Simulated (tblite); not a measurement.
Give a GFN2-xTB geometry of `COCCP(P)C1CC1`.

```
atom  x, y, z in Å
C1    -3.056   -1.271   -0.111
O2    -1.845   -0.590    0.081
C3    -1.973    0.812    0.050
C4    -0.564    1.371    0.138
P5     0.497    0.373   -1.044
P6     2.179    1.760   -1.048
C7     1.152   -0.886    0.126
C8     2.610   -1.234    0.174
C9     1.974   -0.532    1.330
H10   -3.778   -1.023    0.677
H11   -2.828   -2.335   -0.071
H12   -3.500   -1.029   -1.084
H13   -2.605    1.162    0.882
H14   -2.448    1.122   -0.894
H15   -0.175    1.268    1.152
H16   -0.557    2.426   -0.146
H17    1.476    2.669   -1.835
H18    2.762    1.181   -2.173
H19    0.452   -1.706    0.235
H20    3.294   -0.661   -0.439
H21    2.889   -2.273    0.279
H22    2.237    0.506    1.488
H23    1.803   -1.084    2.243
```

Orientation and origin are arbitrary. Atoms count from 1 in this order. Of the pairs four or more bonds apart, P6···H20 is among the closest relative to their van der Waals radii: 2.73 Å, 91 % of the sum of Bondi's values. P5 (three-coordinate phosphorus) is pyramidal (angles 99.5°, 99.3° and 95.7°, sum 294.5°, 0.95 Å off the plane of its three neighbours). The 3-membered ring C7–C8–C9 has internal angles of 59.7° to 60.1°. P6 (three-coordinate phosphorus) is pyramidal (angles 93.4°, 91.5° and 91.5°, sum 276.4°, 0.87 Å off the plane of its three neighbours).

Bonds between heavy atoms (Å): C1–O2 1.402, O2–C3 1.407, C3–C4 1.519, C4–P5 1.876, P5–P6 2.180, P5–C7 1.839, C7–C8 1.500, C8–C9 1.494, C7–C9 1.500.

Structure optimised with GFN2-xTB, isolated species.

Point group: C1 (no symmetry element, even within 0.4 Å). Its GFN2-xTB frequencies are all real (lowest 40 cm⁻¹). The numbers are those of one conformer (C1–O2–C3–C4 -175°, O2–C3–C4–P5 45°, C3–C4–P5–P6 166°, C4–P5–P6–H -74° and -165°, C4–P5–C7–C8 -132°). 3 starts were optimised and ended at 0.00, 0.43 and 1.27 kcal/mol (GFN2-xTB); the lowest of these is shown.

Hardware: one thread of an Arm Neoverse V1, shared host with 32 logical CPUs at a one-minute load of 10. Cost: 1.9 s of wall time. This is the geometry optimisation.

All values are computed, not measured.
